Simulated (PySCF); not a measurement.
Worked example: chemical shift, span and skew from a shielding tensor

B(F)2(Et) (C2H5BF2), SMILES CCB(F)F. Atoms are numbered in the order given.

```xyz
10

B      0.0124     0.6069     0.0000
F     -1.3071     0.6975     0.0000
F      0.6722     1.7540     0.0000
C      0.7618    -0.7628     0.0000
C     -0.1215    -2.0033     0.0000
H      1.4443    -0.7552     0.8701
H      1.4443    -0.7552    -0.8701
H     -0.7761    -2.0310    -0.8843
H     -0.7761    -2.0310     0.8843
H      0.4740    -2.9285     0.0000
```

Geometry optimised at PBE0-D3(BJ)/def2-SVP. The values are those of a single conformer.

GIAO shieldings from PBE/pcSseg-1 (PySCF), non-relativistic, no solvent. The symmetric part of the tensor of C5 has the principal values 165.2, 168.2, 181.7 ppm. The same nucleus in TMS has σ = 182.0 ppm at this level (PySCF, at its B3LYP-D3(BJ)/def2-TZVP geometry).

Question: Work out the isotropic shielding, the ¹³C shift against TMS, the span and the skew.

Answer: 
σ(iso) = (σ11 + σ22 + σ33)/3 = 171.7 ppm. δ = σ(ref) − σ(iso) = 182.0 − (171.7) = 10.3 ppm.
Span Ω = σ33 − σ11 = 16.5 ppm. Skew κ = 3(σ(iso) − σ22)/Ω = 0.64. Tumbling in solution averages the tensor to δ; in a static solid the shielding alone would spread this spin-1/2 line over Ω.
